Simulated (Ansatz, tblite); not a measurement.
Removing and adding an electron: (BeS)2 ring (Be2S2). Charge 0, multiplicity 1. Geometry: PBE0-D4/def2-TZVP. Ansatz, gas phase; energy differences of separate SCF runs; the oxidised species was run as a doublet alone; the reduced species was run as a doublet alone.

```
atom   x (Å)   y (Å)   z (Å)
 Be1   0.855   0.105  -0.453
  S2   0.725  -0.957   1.145
 Be3  -0.855  -0.105   0.453
  S4  -0.725   0.957  -1.145
```

The xTB rows come from tblite. Correlated methods freeze 10 core orbitals.

Problem. Estimate orbital energies and vertical ionisation energies and electron affinities at: GFN1-xTB; GFN2-xTB; HF/def2-TZVPD; HF/def2-TZVPP; PBE-D4/def2-TZVP; PBE-D4/def2-TZVPD; r2SCAN-D4/def2-TZVP; r2SCAN-D4/def2-TZVPD; PBE0-D4/def2-TZVP; PBE0-D4/def2-TZVPD; MP2/def2-TZVPD; MP2/def2-TZVPP; CCSD/def2-TZVPD; CCSD/def2-TZVPP; CCSD(T)/def2-TZVPD; CCSD(T)/def2-TZVPP.

Solution. 
```tsv
level	−HOMO (eV)	vertical IE (eV)	−LUMO (eV)	vertical EA (eV)	HOMO–LUMO gap (eV)	IE − EA (eV)	remarks
GFN1-xTB	9.55	13.17	8.28	4.83	1.27	8.34	–
GFN2-xTB	10.74	13.92	8.25	5.06	2.49	8.86	–
HF/def2-TZVPD	–	–	–	0.73	–	–	–
HF/def2-TZVPP	–	8.16	–	–	–	–	spin-contaminated (⟨S²⟩ 0.89) (+1 doublet)
PBE-D4/def2-TZVP	5.79	8.78	3.56	–	2.23	–	–
PBE-D4/def2-TZVPD	5.87	–	3.60	1.54	2.26	–	HOMO above zero (-1 doublet)
r2SCAN-D4/def2-TZVP	6.02	8.84	3.16	–	2.86	–	–
r2SCAN-D4/def2-TZVPD	6.07	–	3.19	1.55	2.88	–	HOMO above zero (-1 doublet)
PBE0-D4/def2-TZVP	6.87	8.92	2.80	–	4.07	–	–
PBE0-D4/def2-TZVPD	6.93	–	2.83	1.47	4.09	–	HOMO above zero (-1 doublet)
MP2/def2-TZVPD	–	–	–	1.28	–	–	–
MP2/def2-TZVPP	–	9.23	–	–	–	–	spin-contaminated (⟨S²⟩ 0.89) (+1 doublet)
CCSD/def2-TZVPD	–	–	–	1.26	–	–	–
CCSD/def2-TZVPP	–	8.94	–	–	–	–	spin-contaminated (⟨S²⟩ 0.89) (+1 doublet)
CCSD(T)/def2-TZVPD	–	–	–	1.33	–	–	–
CCSD(T)/def2-TZVPP	–	8.97	–	–	–	–	spin-contaminated (⟨S²⟩ 0.89) (+1 doublet)
```

   A HOMO above zero means that the electron is unbound at that level or that self-interaction error raises the level; the energy of removing that electron tells which. Raw xTB energy differences between charge states are shifted by several eV; the methods need an empirical correction for them.
